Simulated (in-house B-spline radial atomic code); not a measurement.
Orbital energies and mean radii along the 10-electron series, configuration [He] 2s2 2p6. The effective charge is n√(-2ε), a non-relativistic measure. Computed with a B-spline radial code for spherical atoms: Dirac-Hartree-Fock, average of the configuration, finite nuclei.

```
  ion   Z  energy of 2p1/2 (Eh)  mean radius of 2p1/2 (bohr)  energy of 2p3/2 (Eh)  mean radius of 2p3/2 (bohr)  energy of 1s1/2 (Eh)  mean radius of 1s1/2 (bohr)  energy of 2s1/2 (Eh)  mean radius of 2s1/2 (bohr)  effective charge of 2p1/2
Ba46+  56               -321.13                     0.090021               -306.46                     0.095623              -1502.55                     0.025549               -332.93                      0.10702                     50.686
La47+  57               -334.98                     0.088051                -319.1                     0.093756              -1561.67                     0.025038               -347.07                      0.10477                     51.767
Ce48+  58               -349.17                      0.08615               -332.01                     0.091957               -1622.1                     0.024543               -361.55                       0.1026                     52.852
Pr49+  59                     ?                            ?                     ?                            ?                     ?                            ?                     ?                            ?                          ?
Nd50+  60               -378.58                     0.082538               -358.61                     0.088551              -1746.93                     0.023601               -391.55                     0.098467                     55.033
Pm51+  61                -393.8                     0.080819               -372.31                     0.086936              -1811.37                     0.023151               -407.08                     0.096502                     56.129
Sm52+  62               -409.39                     0.079155               -386.26                     0.085377              -1877.16                     0.022715               -422.97                       0.0946                     57.228
Eu53+  63               -425.33                     0.077543               -400.48                     0.083871              -1944.35                     0.022292               -439.22                     0.092756                     58.332
Gd54+  64                     ?                            ?                     ?                            ?                     ?                            ?                     ?                            ?                          ?
Tb55+  65               -458.32                     0.074463               -429.71                     0.081004              -2082.96                     0.021481               -472.85                     0.089232                     60.552
Dy56+  66               -475.38                     0.072991               -444.73                     0.079639              -2154.38                     0.021093               -490.23                     0.087548                     61.669
Ho57+  67                     ?                            ?                     ?                            ?                     ?                            ?                     ?                            ?                          ?
Er58+  68               -510.64                      0.07017               -475.55                     0.077035              -2301.64                     0.020347               -526.15                      0.08432                     63.915
Tm59+  69               -528.86                     0.068818               -491.37                     0.075793              -2377.51                     0.019989               -544.72                     0.082773                     65.045
```

Task: Fill in the row of Pr49+.

Result: energy of 2p1/2 (Eh): -363.7; mean radius of 2p1/2 (bohr): 0.084313; energy of 2p3/2 (Eh): -345.18; mean radius of 2p3/2 (bohr): 0.090223; energy of 1s1/2 (Eh): -1683.85; mean radius of 1s1/2 (bohr): 0.024065; energy of 2s1/2 (Eh): -376.38; mean radius of 2s1/2 (bohr): 0.1005; effective charge of 2p1/2: 53.941.

Task: Fill in the row of Gd54+.

Result: energy of 2p1/2 (Eh): -441.64; mean radius of 2p1/2 (bohr): 0.07598; energy of 2p3/2 (Eh): -414.97; mean radius of 2p3/2 (bohr): 0.082414; energy of 1s1/2 (Eh): -2012.93; mean radius of 1s1/2 (bohr): 0.021881; energy of 2s1/2 (Eh): -455.85; mean radius of 2s1/2 (bohr): 0.090968; effective charge of 2p1/2: 59.44.

Task: Fill in the row of Ho57+.

Result: energy of 2p1/2 (Eh): -492.81; mean radius of 2p1/2 (bohr): 0.071561; energy of 2p3/2 (Eh): -460.01; mean radius of 2p3/2 (bohr): 0.078317; energy of 1s1/2 (Eh): -2227.28; mean radius of 1s1/2 (bohr): 0.020715; energy of 2s1/2 (Eh): -507.99; mean radius of 2s1/2 (bohr): 0.085911; effective charge of 2p1/2: 62.789.

Task: How does the screening of 2p1/2 change?

Result: Z less the effective charge goes from 5.31 at Z = 56 to 3.95 at Z = 69.
